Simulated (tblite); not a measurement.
C6H7BP (doublet state).
Numbering: `[PH:1][BH:2][C@@:3]12[C@@H:4]3[C@H:5]4[C@@H:6]3[C@@H:7]1[C@@H:8]24` (hydrogens: H9 on P1; H10 on B2; H11 on C4; H12 on C5; H13 on C6; H14 on C7; H15 on C8)

Computed with GFN2-xTB (tblite), gas phase: L-BFGS steps from a force-field or distance-geometry start until the largest atomic force falls under 0.01 eV/Å.

Step 60: E = -543.9343 eV
```
atom  x, y, z in Å  |  force x, y, z in eV/Å
P1      3.1987    0.3313   -0.5869   -0.029   0.058   0.019
B2      1.5380    1.2073   -0.6205    0.040  -0.026   0.076
C3      0.2948    0.4831   -0.1315   -0.032   0.011  -0.035
C4     -1.1956    0.8473    0.0319   -0.015   0.005   0.027
C5     -1.3893   -0.2876    1.0010    0.044  -0.011   0.033
C6     -1.6117   -0.5113   -0.4699   -0.030   0.051   0.011
C7     -0.1420   -0.9246   -0.6135   -0.053   0.010  -0.031
C8      0.0805   -0.6964    0.8300    0.064   0.022  -0.028
H9      2.8262   -0.6647    0.3186    0.059  -0.042  -0.054
H10     1.4686    2.2857   -1.0759    0.000   0.018   0.011
H11    -1.6976    1.7971   -0.0217    0.002  -0.046  -0.055
H12    -2.0496   -0.3945    1.8412   -0.032   0.042  -0.033
H13    -2.4907   -0.8001   -1.0155    0.017  -0.035   0.013
H14     0.3711   -1.5409   -1.3299   -0.022  -0.032   0.022
H15     0.7940   -1.1238    1.5112   -0.013  -0.026   0.024
```

Step 61: E = -543.9358 eV
```
atom  x, y, z in Å  |  force x, y, z in eV/Å
P1      3.1949    0.3259   -0.5958   -0.030   0.026   0.047
B2      1.5389    1.2085   -0.6128    0.028  -0.004   0.049
C3      0.2920    0.4843   -0.1349   -0.001   0.017  -0.019
C4     -1.1981    0.8455    0.0298   -0.019   0.010  -0.025
C5     -1.3887   -0.2862    1.0009    0.020  -0.028   0.024
C6     -1.6117   -0.5154   -0.4695   -0.020   0.049   0.004
C7     -0.1397   -0.9254   -0.6122   -0.055   0.004  -0.025
C8      0.0810   -0.6920    0.8311    0.058   0.014  -0.044
H9      2.8187   -0.6772    0.3022    0.075  -0.031  -0.070
H10     1.4751    2.2920   -1.0556   -0.004   0.037   0.007
H11    -1.7016    1.7933   -0.0289   -0.013  -0.020  -0.049
H12    -2.0492   -0.3905    1.8400   -0.046   0.033  -0.007
H13    -2.4913   -0.8064   -1.0150    0.049  -0.029   0.034
H14     0.3792   -1.5400   -1.3268   -0.048  -0.027   0.038
H15     0.7960   -1.1085    1.5161    0.007  -0.053   0.036
```

Step 62: E = -543.9374 eV
```
atom  x, y, z in Å  |  force x, y, z in eV/Å
P1      3.1894    0.3177   -0.6071   -0.026   0.012   0.063
B2      1.5405    1.2111   -0.6024    0.009   0.043   0.005
C3      0.2886    0.4869   -0.1386    0.028   0.016  -0.006
C4     -1.2017    0.8437    0.0264   -0.008   0.005  -0.059
C5     -1.3880   -0.2849    1.0011   -0.006  -0.021   0.000
C6     -1.6115   -0.5197   -0.4688    0.006   0.028   0.008
C7     -0.1372   -0.9258   -0.6103   -0.036   0.010  -0.013
C8      0.0823   -0.6860    0.8323    0.048  -0.009  -0.020
H9      2.8097   -0.6945    0.2797    0.083  -0.030  -0.074
H10     1.4833    2.3017   -1.0304   -0.004   0.024   0.017
H11    -1.7076    1.7885   -0.0392   -0.034   0.017  -0.039
H12    -2.0500   -0.3854    1.8391   -0.048   0.022   0.012
H13    -2.4897   -0.8159   -1.0141    0.055  -0.024   0.043
H14     0.3888   -1.5385   -1.3221   -0.073  -0.027   0.045
H15     0.7985   -1.0909    1.5233    0.007  -0.064   0.018
```

Step 63: E = -543.9391 eV
```
atom  x, y, z in Å  |  force x, y, z in eV/Å
P1      3.1831    0.3117   -0.6197   -0.013  -0.008   0.081
B2      1.5418    1.2159   -0.5903   -0.014   0.051  -0.032
C3      0.2862    0.4901   -0.1394    0.048   0.012   0.008
C4     -1.2051    0.8418    0.0230    0.004   0.010  -0.065
C5     -1.3884   -0.2840    1.0022   -0.029   0.003  -0.025
C6     -1.6098   -0.5237   -0.4678    0.029  -0.002   0.007
C7     -0.1339   -0.9254   -0.6067    0.005   0.013   0.012
C8      0.0840   -0.6801    0.8357   -0.007  -0.015  -0.005
H9      2.8002   -0.7157    0.2490    0.087  -0.022  -0.080
H10     1.4905    2.3109   -1.0070   -0.007   0.036   0.023
H11    -1.7125    1.7842   -0.0522   -0.052   0.039  -0.023
H12    -2.0540   -0.3791    1.8385   -0.025   0.010   0.004
H13    -2.4844   -0.8269   -1.0148    0.044  -0.019   0.048
H14     0.3999   -1.5351   -1.3154   -0.092  -0.037   0.044
H15     0.7979   -1.0767    1.5336    0.021  -0.071   0.003
```

Task: Estimate the geometry and energy of step 64. (The exact step hangs on the optimiser's Hessian estimate; all steps are aligned on step 63, rigid shifts and turns removed.)

Result: E = -543.9411 eV, largest force 0.129 eV/Å
```
atom  x, y, z in Å  |  force x, y, z in eV/Å
P1      3.1756    0.3060   -0.6320    0.018   0.001   0.071
B2      1.5432    1.2218   -0.5776   -0.036   0.101  -0.072
C3      0.2846    0.4923   -0.1420    0.049   0.005   0.023
C4     -1.2078    0.8398    0.0170    0.021   0.020  -0.048
C5     -1.3886   -0.2825    1.0027   -0.040   0.047  -0.044
C6     -1.6073   -0.5281   -0.4664    0.044  -0.042  -0.004
C7     -0.1310   -0.9263   -0.6025    0.054   0.023   0.043
C8      0.0857   -0.6748    0.8387   -0.029  -0.015   0.060
H9      2.7883   -0.7389    0.2118    0.079  -0.034  -0.067
H10     1.4973    2.3262   -0.9759   -0.004  -0.012   0.045
H11    -1.7166    1.7804   -0.0687   -0.061   0.044  -0.004
H12    -2.0579   -0.3711    1.8378    0.000  -0.001  -0.007
H13    -2.4772   -0.8391   -1.0143    0.003  -0.022   0.036
H14     0.4085   -1.5364   -1.3057   -0.094  -0.056   0.020
H15     0.7987   -1.0614    1.5457   -0.004  -0.060  -0.053
```

The energy changes by -0.0020 eV. The first-order estimate −F·Δx gives -0.0029 eV and the mean of the old and new forces, exact on a quadratic surface, -0.0021 eV. The step makes an angle of 81° with the force vector and moves no atom by more than 0.045 Å.

The cost below is that of the whole relaxation. The run took 0.56 s wall on an Arm Neoverse V2 with one thread, shared host with 96 logical CPUs at a one-minute load of 53.
